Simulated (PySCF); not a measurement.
# Ionisation energy of Pt⁶⁵⁺ by level of theory

Pt⁶⁵⁺ [Ne] 3s2 3p1 (2P) → Pt⁶⁶⁺ [Ne] 3s2 (1S), as a difference of total energies. All numbers are calculated (PySCF 2.14, scalar relativity by spin-free X2C-1e, in an uncontracted even-tempered set (17 s from 18 bohr⁻², ratio 2.5; 12 p from 24 bohr⁻², ratio 2.5; 4 d from 92 bohr⁻², ratio 2.7; 4 f from 140 bohr⁻², ratio 2.7)). Correlated levels: outer shells: 1s2 frozen; virtual orbitals above 40 to 60 times the deepest correlated orbital energy dropped. The calculations carry no spin-orbit coupling.

| method | ionisation energy (eV) |
| --- | --- |
| UHF | 7341.0 |
| LDA | 7342.4 |
| PBE | 7344.5 |
| PBE0 | 7344.0 |
| r2SCAN | 7343.8 |
| M06 | 7342.9 |
| TPSSh | 7344.5 |
| MP2 (outer shells) | 7341.7 |
| SCS-MP2 (outer shells) | 7341.6 |

A first-order spin-orbit estimate (lowest level to lowest level, LS coupling) adds 286.1 eV.

Breit and QED terms and the two-electron picture change are absent.

First order in ζ underestimates the shift of j = l − 1/2 levels at high Z.

For comparison: 7660 ± 30 eV (theoretical estimate listed by NIST; NIST Atomic Spectra Database, ionization energies).
